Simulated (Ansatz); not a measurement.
CSe, closed-shell singlet (the spin of the measured ground state), most abundant isotopes (12.0000 and 79.9165 u). Constants from fifth-degree fits in 1/R to seven points on the lowest solution found; no spin–orbit coupling, no relativity up to Kr; ω_e x_e and α_e move by some per cent with the fit.

Correlated levels freeze the inner cores; with def2 sets outer-core shells near the valence are correlated too. CBS(a, b) extrapolates the correlation energy as X⁻³ and adds the Hartree–Fock energy of set b.

Codes used: Ansatz (Gaussian orbitals). 

At CCSD(T)/CBS(def2-TZVPP, def2-QZVPP): B₀ = 0.57213 cm⁻¹, fundamental 1039 cm⁻¹.

**Question.** Taking the state as ¹Σ, work out the ideal-gas entropy and heat capacity at 298.15 K and 1 bar (rigid rotor, harmonic oscillator at the fundamental, no nuclear spin).

**Answer.** 
Translation: S = R(1.5 ln M + 2.5 ln T − 1.1517) with M = 91.917 u gives 165.24 J/(mol K). Rotation: q = kT/(σhcB₀) = 362.2 with σ = 1 and hc/k = 1.43878 cm K, S = R(ln q + 1) = 57.30. Vibration: u = hcν/kT = 5.016, S = R(u/(eᵘ − 1) − ln(1 − e⁻ᵘ)) = 0.33. Sum S° = 222.9 J/(mol K). C_p = 7R/2 + R u² eᵘ/(eᵘ − 1)² = 30.51 J/(mol K).

Doubts at one or more of the structures used: a restricted determinant that unrestricted orbitals would lower (CCSD(T)/CBS(def2-TZVPP, def2-QZVPP)).

Ansatz is a program for electronic structure.
